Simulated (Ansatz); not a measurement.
C$_{2}$H$_{4}$O$_{2}$, charge +1, doublet, geometry from GFN2-xTB (a state made from the parent by changing its charge; the spin is typed, not shown lowest); BHLYP/STO-3G in Ansatz (a first-principles code).

Ansatz was given this input:
Ansatz 0.2 input:
```yaml
crystal:
  periodic: [false, false, false]
  atoms:
    - {symbol: C, position_ang: [-1.42721550, -0.34477446, -0.06284575]}
    - {symbol: O, position_ang: [-0.10832509, -0.80332889, 0.05979256]}
    - {symbol: C, position_ang: [0.88366296, 0.03530489, -0.04001311]}
    - {symbol: O, position_ang: [0.96130834, 1.20784457, 0.09580546]}
    - {symbol: H, position_ang: [-1.80525534, -0.41698392, -1.09967017]}
    - {symbol: H, position_ang: [-2.03450360, -1.08161068, 0.49162085]}
    - {symbol: H, position_ang: [-1.53507051, 0.69186288, 0.28101196]}
    - {symbol: H, position_ang: [1.81227857, -0.57257630, -0.30059372]}
basis:
  gaussian:
    orbitals: STO-3G
hamiltonian:
  xc: {name: BHLYP}
total_charge: 1
magnetization: {spin_polarized: true, initial_magnetization: 1}
```

It wrote (shortened):

```
Functional definition: BHLYP
342 factors; integrals over basis functions are off by at most 2.6e-5 eV
mean field evaluation 1: about -6134.6284 eV, gradient 2.1e1 eV
mean field evaluation 2: about -6133.8173 eV, gradient 2.9e1 eV
mean field evaluation 4: about -6137.9033 eV, gradient 3.2e0 eV
mean field evaluation 8: about -6138.0844 eV, gradient 3.8e-1 eV
mean field evaluation 16: about -6138.1719 eV, gradient 2.8e-2 eV
mean field evaluation 32: about -6138.1253 eV, gradient 2.3e0 eV
mean field -6138.17194970 eV, -225.5736585490 hartree, gradient 2.6e-5 eV, S^2 0.759913; 2 other end points of the search recorded, 0 dependent functions left out
reference -6138.17206095 eV, -225.5736626376 hartree; 16, 15 occupied and 8, 9 virtual orbitals, 342 factors
Total energy: -6138.17206095 eV, -225.5736626376 hartree
```
